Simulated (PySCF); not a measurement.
C6H15In (SMILES C[CH2][In]([CH2]C)[CH2]C), singlet, at a GFN2-xTB geometry (such geometries of metal compounds can be far from the true shape) (all electrons, no relativity). Base run: PySCF with TPSS/STO-3G.

PySCF was given this input:
```python
from pyscf import gto, scf, dft

mol = gto.Mole()
mol.atom = '''
    In    0.07649762   -0.22200321    0.00693532
    C     2.02672712    0.15771225   -1.13545282
    C     2.36142183    1.63252338   -1.31068090
    H     1.94066758   -0.33083748   -2.11056739
    H     2.82357011   -0.35209405   -0.58529438
    H     2.45995188    2.12575404   -0.34227827
    H     1.58050189    2.14303965   -1.87522276
    H     3.30396277    1.75910326   -1.84981189
    C    -0.38833693   -2.35436143    0.69839517
    C    -1.78872250   -2.44716336    1.28982773
    H     0.35867416   -2.65031795    1.44040329
    H    -0.28641149   -3.03119926   -0.15454106
    H    -2.54125842   -2.18219544    0.54491415
    H    -1.89692529   -1.76512216    2.13538012
    H    -2.00419206   -3.45898083    1.64236480
    C    -1.45686153    1.39454694    0.51776553
    C    -1.14581916    2.75242261   -0.09509029
    H    -1.50381275    1.47106885    1.60794101
    H    -2.43115501    1.03525521    0.17402415
    H    -1.10938311    2.68711054   -1.18368891
    H    -0.18333376    3.12590196    0.25648098
    H    -1.90969286    3.48758859    0.17147927
'''
mol.basis = 'sto-3g'
mol.verbose = 4
mol.build()

mf = dft.RKS(mol)
mf.xc = 'tpss'
mf.kernel()
```

Variants of this job, named by their change:

```json
[
 {"change": "base", "E (Eh)": "-5919.53767", "HOMO (eV)": "-2.46", "HOMO-LUMO gap (eV)": "3.88", "dipole (D)": "0.15", "core-seconds (rough)": "20"},
 {"change": "functional = b3lyp; dispersion = d3bj", "E (Eh)": "-5919.73635", "HOMO (eV)": "-3.69", "HOMO-LUMO gap (eV)": "5.61", "dipole (D)": "0.15", "core-seconds (rough)": "10"},
 {"change": "functional = pw91,pw91", "E (Eh)": "-5919.77669", "HOMO (eV)": "-2.34", "HOMO-LUMO gap (eV)": "3.56", "dipole (D)": "0.14", "core-seconds (rough)": "10"},
 {"change": "functional = pbe0", "E (Eh)": "-5919.16330", "HOMO (eV)": "-3.93", "HOMO-LUMO gap (eV)": "6.20", "dipole (D)": "0.14", "core-seconds (rough)": "10"},
 {"change": "functional = pbe0; dispersion = d4", "E (Eh)": "-5919.17731", "HOMO (eV)": "-3.93", "HOMO-LUMO gap (eV)": "6.20", "dipole (D)": "0.14", "core-seconds (rough)": "10"},
 {"change": "functional = o3lyp", "E (Eh)": "-5921.18417", "HOMO (eV)": "-3.24", "HOMO-LUMO gap (eV)": "5.24", "dipole (D)": "0.15", "core-seconds (rough)": "10"},
 {"change": "functional = tpssh", "E (Eh)": "-5919.62276", "HOMO (eV)": "-3.17", "HOMO-LUMO gap (eV)": "4.98", "dipole (D)": "0.15", "core-seconds (rough)": "20"},
 {"change": "functional = r2scan", "E (Eh)": "-5919.75204", "HOMO (eV)": "-2.70", "HOMO-LUMO gap (eV)": "4.27", "dipole (D)": "0.15", "core-seconds (rough)": "20"},
 {"change": "functional = blyp; dispersion = d3zero", "E (Eh)": "-5919.37752", "HOMO (eV)": "-2.15", "HOMO-LUMO gap (eV)": "3.45", "dipole (D)": "0.14", "core-seconds (rough)": "10"},
 {"change": "functional = lda,vwn", "E (Eh)": "-5911.78864", "HOMO (eV)": "-2.08", "HOMO-LUMO gap (eV)": "3.21", "dipole (D)": "0.11", "core-seconds (rough)": "9"},
 {"change": "functional = bhandhlyp", "E (Eh)": "-5919.74600", "HOMO (eV)": "-5.25", "HOMO-LUMO gap (eV)": "8.46", "dipole (D)": "0.16", "core-seconds (rough)": "10"},
 {"change": "functional = b97-1", "E (Eh)": "-5919.42262", "HOMO (eV)": "-3.65", "HOMO-LUMO gap (eV)": "5.80", "dipole (D)": "0.15", "core-seconds (rough)": "10"},
 {"change": "functional = mn12l", "E (Eh)": "-5912.91564", "HOMO (eV)": "-1.53", "HOMO-LUMO gap (eV)": "3.28", "dipole (D)": "0.18", "core-seconds (rough)": "20"}
]
```

Totals shift with the method and basis; they matter in differences.
